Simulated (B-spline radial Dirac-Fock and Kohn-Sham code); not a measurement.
## The L3 (2p3/2) hole of samarium ions: width and yield against charge

The computed values come from an atomic code on a B-spline grid: independent-particle radiative and Coulomb Auger rates from relativistic LDA hole-state orbitals, with Dirac-Fock energies. Tabulated ground configurations, configuration averages; single configurations, so decays that open only by mixing (as 1s 2s² with 1s 2p² in Be-like ions) are missing and such tiny yields are far too low.

```tsv
ion	configuration	radiative (eV)	non-radiative (eV)	yield
Sm	[Xe] 4f6 6s2	0.530	3.01	0.150
Sm⁺	[Xe] 4f6 6s1	0.530	3.01	0.150
Sm²⁺	[Xe] 4f6	0.530	3.01	0.150
Sm³⁺	[Xe] 4f5	0.531	3.02	0.149
Sm⁴⁺	[Xe] 4f4	0.532	3.04	0.149
Sm⁵⁺	[Xe] 4f3	0.533	3.05	0.149
Sm⁶⁺	[Kr] 4d10 4f4 5s2 5p4	0.533	3.03	0.150
Sm⁷⁺	[Kr] 4d10 4f4 5s2 5p3	0.533	3.03	0.150
```
